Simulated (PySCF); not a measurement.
Bonding in cyclo-(Me2SiS)4

Cyclo-(Me2SiS)4, C8H24S4Si4.
Structure used (PBE0-D3(BJ)/def2-SVP), in Å, numbered top down from 1:
```
atom  x, y, z in Å
Si1    2.0562    0.1164    1.1887
C2     3.4475   -0.2474   -0.0034
C3     2.7043    0.4371    2.9150
S4     0.8355   -1.6733    1.2220
Si5   -1.1274   -1.0367    1.8216
C6    -2.0090   -2.6298    2.2551
C7    -1.1298    0.1540    3.2601
S8    -2.2253   -0.0407    0.2421
Si9   -1.5217   -0.8977   -1.5991
C10   -1.3811   -2.7598   -1.5661
C11   -2.7728   -0.3325   -2.8703
S12    0.4390   -0.1861   -2.1839
Si13   0.5858    1.8185   -1.4199
C14    2.0674    2.5375   -2.3083
C15   -0.9411    2.8552   -1.7049
S16    0.9433    1.8933    0.7155
H17    4.0309   -1.1070    0.3632
H18    3.0513   -0.4973   -0.9980
H19    4.1176    0.6224   -0.0823
H20    3.3835    1.3039    2.9159
H21    3.2535   -0.4456    3.2776
H22    1.8802    0.6407    3.6146
H23   -3.0523   -2.4134    2.5330
H24   -1.5101   -3.1262    3.1022
H25   -2.0175   -3.3237    1.4021
H26   -2.1678    0.3471    3.5747
H27   -0.6711    1.1116    2.9738
H28   -0.5805   -0.2771    4.1112
H29   -2.3400   -3.2104   -1.2667
H30   -1.1210   -3.1251   -2.5724
H31   -0.5932   -3.0773   -0.8681
H32   -3.7677   -0.7452   -2.6409
H33   -2.8493    0.7642   -2.8932
H34   -2.4658   -0.6768   -3.8701
H35    2.9687    1.9333   -2.1295
H36    2.2600    3.5590   -1.9451
H37    1.8841    2.5742   -3.3936
H38   -1.1966    2.8743   -2.7756
H39   -0.7473    3.8877   -1.3731
H40   -1.7930    2.4621   -1.1311
```

Bond orders from the PBE0/pcSseg-1 density (PySCF). Isolated species at its PBE0-D3(BJ)/def2-SVP geometry (one conformer only).

(1) Give the Mayer order of every bond between heavy atoms, beside its length.

Answers

(1) 
```csv
bond,length (Å),Mayer order
Si1–C2,1.868,0.984
Si1–C3,1.872,0.985
Si1–S4,2.167,0.940
Si1–S16,2.149,0.996
S4–Si5,2.149,0.996
Si5–C6,1.872,0.986
Si5–C7,1.867,0.984
Si5–S8,2.166,0.940
S8–Si9,2.149,0.997
Si9–C10,1.868,0.984
Si9–C11,1.871,0.986
Si9–S12,2.166,0.940
S12–Si13,2.150,0.996
Si13–C14,1.871,0.986
Si13–C15,1.867,0.984
Si13–S16,2.166,0.940
```

By pair of heavy elements: C–Si: all 8 within 0.02 of one another (0.984 to 0.986). S–Si: lowest Si1–S4, Si5–S8, Si9–S12 and 1 more (0.940, 2.167 Å), highest S8–Si9, Si1–S16, S4–Si5 and 1 more (0.997, 2.149 Å). Bonds named together lie within 0.004.

And the bonds to hydrogen?

C–H: 0.94 to 0.95 (24 bonds).

Sum the orders of all bonds at each heavy atom with more than one neighbour.

Si1 3.905, C2 3.807, C3 3.820, S4 1.936, Si5 3.906, C6 3.821, C7 3.807, S8 1.937, Si9 3.907, C10 3.808, C11 3.820, S12 1.936, Si13 3.906, C14 3.821, C15 3.808, S16 1.936. Orders between atoms that aren't bonded are not in these sums.

Mayer orders depend on the basis set.
